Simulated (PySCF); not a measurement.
Diatomics of Ge with the chalcogens

PBE0 with triple-zeta basis sets in PySCF, for the lowest determinant that a PBE0 search found; no spin–orbit coupling. De refers to high-spin ground-configuration atoms. A positive dipole means M(−)Ge(+).

```
 M         basis  state (unpaired electrons)  Re (Å)  ωe (cm⁻¹)  De (eV)  μ (D)
 O    def2-TZVPP      singlet (closed shell)   1.623       1027     6.60   3.37
 S    def2-TZVPP      singlet (closed shell)   2.014        593     5.66   2.21
Se  x2c-TZVPPall      singlet (closed shell)   2.135        415     5.08   1.93
Te    cc-pVTZ-PP      singlet (closed shell)   2.340        333     4.34   1.42
```

The shortest bond is that of GeO (1.623 Å), the longest that of GeTe (2.340 Å). GeO is bound most strongly (6.60 eV) and GeTe least (4.34 eV).

The rows differ in basis set, which adds steps of its own.

Down a group the atoms grow and get heavier, so bonds lengthen and wavenumbers fall; this series shows no clear exception.

These are scalar-relativistic numbers at best; spin–orbit coupling would shift them, the dissociation energy most.
